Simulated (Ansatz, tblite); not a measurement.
Removing and adding an electron: WO2(OH)2 (WO4H2). Charge 0, multiplicity 1. Geometry: PBE-D4/def2-SVP. Ansatz, gas phase; energy differences of separate SCF runs; the oxidised species was run as a doublet alone; the reduced species was run as a doublet alone.

```xyz
7

W    -0.3166   -0.0916    0.0237
O    -0.9752   -1.6079   -0.4740
O    -1.6060    0.8586    0.6679
O     0.4155    0.8161   -1.4772
H     0.5092    0.4449   -2.3732
O     0.9856   -0.4086    1.3715
H     0.9876   -0.0115    2.2613
```

In the def2 sets W takes a core potential; there is no spin–orbit coupling. The xTB rows come from tblite.

```csv
level,−HOMO (eV),vertical IE (eV),−LUMO (eV),vertical EA (eV),HOMO–LUMO gap (eV),IE − EA (eV),remarks
GFN1-xTB,12.19,15.88,6.32,3.20,5.87,12.67,–
GFN2-xTB,11.24,14.97,6.87,4.03,4.36,10.94,–
PBE-D4/def2-TZVP,7.31,10.78,2.55,–,4.76,–,–
PBE-D4/def2-TZVPD,7.38,–,2.64,0.10,4.73,–,HOMO above zero (-1 doublet)
r2SCAN-D4/def2-TZVP,7.67,10.86,2.46,–,5.21,–,–
r2SCAN-D4/def2-TZVPD,7.71,–,2.51,-0.04,5.20,–,HOMO above zero (-1 doublet)
PBE0-D4/def2-TZVP,8.93,10.99,1.78,–,7.15,–,–
PBE0-D4/def2-TZVPD,8.97,–,1.85,0.01,7.12,–,HOMO above zero (-1 doublet)
```

   A HOMO above zero means that the electron is unbound at that level or that self-interaction error raises the level; the energy of removing that electron tells which. Raw xTB energy differences between charge states are shifted by several eV; the methods need an empirical correction for them. A negative affinity means that the extra electron isn't bound; its size then hangs on the basis.
